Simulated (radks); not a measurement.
The germanium ion Ge3+, 29 electrons, occupied as [Ar] 3d10 4s1 (the NIST ground configuration).

Calculated with a radial shooting solver on a logarithmic mesh with Libxc functionals: scalar-relativistic Kohn-Sham, PBE, spin-polarised, spherical densities, finite nucleus; open shells are filled with parallel spins first; Fermi nuclear charge, rms radius 4.0742 fm.

Energy parts (hartree):
| part | energy |
|---|---|
| total | -2096.71473 |
| kinetic | 2134.74687 |
| electron-nucleus | -5017.26801 |
| Hartree | 864.49654 |
| exchange-correlation | -78.69013 |

Orbitals (lengths in bohr, moments of r in powers of bohr; r(90%) holds 90 % of the orbital's charge):
orbital  occ.  eigenvalue (hartree)  r(90%)      <r>       <r^4>     <r^2>
1s up       1             -404.0836  0.0840  0.04700  0.00002275  0.002973
1s down     1             -404.0805  0.0840  0.04700  0.00002275  0.002973
2s up       1             -51.66270   0.325   0.2100    0.004692   0.05203
2s down     1             -51.66146   0.325   0.2100    0.004692   0.05203
2p up       3             -45.30493   0.300   0.1837    0.003441   0.04135
2p down     3             -45.30337   0.300   0.1837    0.003441   0.04135
3s up       1              -7.44283   0.934   0.6242      0.3259    0.4495
3s down     1              -7.43835   0.933   0.6238      0.3241    0.4487
3p up       3              -5.49999   0.995   0.6468      0.4206    0.4924
3p down     3              -5.49436   0.992   0.6459      0.4164    0.4907
3d up       5              -2.32285    1.23   0.7273       1.057    0.6717
3d down     5              -2.31229    1.22   0.7219       1.011    0.6598
4s up       1              -1.51286    2.70    1.845       22.50     3.850
4s down     0              -1.45463    2.69    1.838       22.16     3.821

The highest occupied level is 4s up at -41.167 eV. Spin moment in Bohr magnetons: 1.
